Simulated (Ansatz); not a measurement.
## Cost against result

Saddle point of AlAsN$_{2}$H$_{8}$, singlet (AlN₂H₅ ([NH2][AlH][NH2]) + AsH₃ → AlAsN₂H₆ ([NH2][Al]([NH2])[AsH2]) + H₂; bonds formed: Al1–As6, H2–H5; bonds broken: Al1–H2, H5–As6), PBE0-D4/def2-TZVP structure:

```xyz
12
angstrom
Al -0.4084 0.3587 0.1571
H -0.6877 0.3848 -1.5226
N 0.4880 1.6880 0.9046
N -1.7739 -0.4992 0.8807
H 0.2203 -0.2924 -1.3286
As 1.5879 -1.2694 -0.4922
H 0.0533 2.5228 1.2608
H 1.4883 1.7902 0.9016
H -2.5233 -0.9263 0.3637
H -1.8298 -0.7457 1.8549
H 2.3905 -0.6485 -1.6212
H 0.9949 -2.3631 -1.3588
```

Barriers are electronic and count from the start structure reached by relaxing down the imaginary mode.

Ansatz 0.2.0; basis: as named in each row; cores frozen in the correlated methods. Filled d shells of the heavier atoms are correlated. The def2 sets are not built for correlating such inner shells, so the correlated values are less sure here. B3LYP uses VWN-RPA correlation. Extrapolation: Hartree–Fock as exp(−7.88 √X), correlation as X^−2.97.

Times are rough, for one single point on 8 threads of a shared host (Intel Xeon).

The estimate by CCSD(T) at an estimated basis limit (MP2 extrapolated from triple and quadruple zeta, plus CCSD(T) − MP2 in triple zeta) is 1.197 eV.

```json
{"method": "HF", "basis": "STO-3G", "time (s)": "under 1", "barrier (eV)": "2.967", "method less estimate": "1.770"}
{"method": "PBE-D4", "basis": "STO-3G", "time (s)": "under 1", "barrier (eV)": "1.736", "method less estimate": "0.538"}
{"method": "SPW92", "basis": "def2-SVP", "time (s)": "under 1", "barrier (eV)": "0.549", "method less estimate": "-0.649"}
{"method": "PBE-D4", "basis": "def2-SVP", "time (s)": "1", "barrier (eV)": "0.826", "method less estimate": "-0.372"}
{"method": "B3LYP-D4", "basis": "6-31G", "time (s)": "2", "barrier (eV)": "1.497", "method less estimate": "0.300"}
{"method": "PBE0-D4", "basis": "def2-SVP", "time (s)": "2", "barrier (eV)": "0.965", "method less estimate": "-0.232"}
{"method": "SPW92", "basis": "def2-TZVPP", "time (s)": "2", "barrier (eV)": "0.597", "method less estimate": "-0.600"}
{"method": "BLYP-D4", "basis": "def2-TZVPP", "time (s)": "3", "barrier (eV)": "1.075", "method less estimate": "-0.123"}
{"method": "PBE-D4", "basis": "def2-TZVPP", "time (s)": "3", "barrier (eV)": "0.848", "method less estimate": "-0.349"}
{"method": "B3LYP-D4", "basis": "def2-TZVPP", "time (s)": "4", "barrier (eV)": "1.163", "method less estimate": "-0.034"}
{"method": "BHLYP-D4", "basis": "def2-TZVPP", "time (s)": "4", "barrier (eV)": "1.342", "method less estimate": "0.144"}
{"method": "r2SCAN-D4", "basis": "def2-TZVPP", "time (s)": "4", "barrier (eV)": "0.911", "method less estimate": "-0.286"}
{"method": "PBE0-D4", "basis": "def2-TZVPP", "time (s)": "5", "barrier (eV)": "0.980", "method less estimate": "-0.217"}
{"method": "wB97M-V", "basis": "def2-SVP", "time (s)": "6", "barrier (eV)": "1.202", "method less estimate": "0.005"}
{"method": "CAM-B3LYP-D4", "basis": "def2-TZVPP", "time (s)": "6", "barrier (eV)": "1.276", "method less estimate": "0.079"}
{"method": "r2SCAN0-D4", "basis": "def2-TZVPP", "time (s)": "8", "barrier (eV)": "1.024", "method less estimate": "-0.173"}
{"method": "RPA on PBE", "basis": "def2-TZVPP", "time (s)": "8", "barrier (eV)": "1.300", "method less estimate": "0.102"}
{"method": "CCSD(T)", "basis": "def2-SVP", "time (s)": "8", "barrier (eV)": "1.377", "method less estimate": "0.179"}
{"method": "B2PLYP", "basis": "def2-TZVPP", "time (s)": "8", "barrier (eV)": "1.241", "method less estimate": "0.043"}
{"method": "PBE-QIDH", "basis": "def2-TZVPP", "time (s)": "8", "barrier (eV)": "1.128", "method less estimate": "-0.070"}
{"method": "B97M-V", "basis": "def2-TZVPP", "time (s)": "8", "barrier (eV)": "1.157", "method less estimate": "-0.041"}
{"method": "wB97X-V", "basis": "def2-TZVPP", "time (s)": "9", "barrier (eV)": "1.289", "method less estimate": "0.092"}
{"method": "wB97M-V", "basis": "def2-TZVPP", "time (s)": "9", "barrier (eV)": "1.263", "method less estimate": "0.066"}
{"method": "MP2", "basis": "def2-QZVPP", "time (s)": "30", "barrier (eV)": "1.164", "method less estimate": "-0.034"}
{"method": "CCSD(T)", "basis": "def2-TZVPP", "time (s)": "150", "barrier (eV)": "1.261", "method less estimate": "0.064"}
```

All methods are single points on the PBE0-D4 structures.

The T1 diagnostic stays at or below 0.012.

Labels in which every atom is bracketed show which atoms are joined, not bond orders.
